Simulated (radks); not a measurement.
The mean radii <r> (bohr) of the occupied orbitals of an atom or ion are listed with their occupations. Calculated with a radial shooting solver on a logarithmic mesh with Libxc functionals: Dirac Kohn-Sham, LB94 model potential, spin-unpolarised, spherical densities, finite nucleus; Fermi nuclear charge, rms radius of each element as measured or else 0.836 A^(1/3) + 0.57 fm.

orbital  occ.      <r>
1s1/2       2  0.02707
2s1/2       2   0.1102

Name the element and its charge. Open shells, if any, fill j = l - 1/2 first.

Answer. Z = 53, iodine, charge +49: I49+ in [He] 2s2. The 1s radius gives Z: for a bare nucleus <r> = (2 gamma + 1)/(2Z) with gamma = sqrt(1 - (Z/c)^2), 0.02683 bohr for Z = 53, and screening makes it slightly larger (0.02707 here). The occupations add up to 4, and the charge is Z minus that.
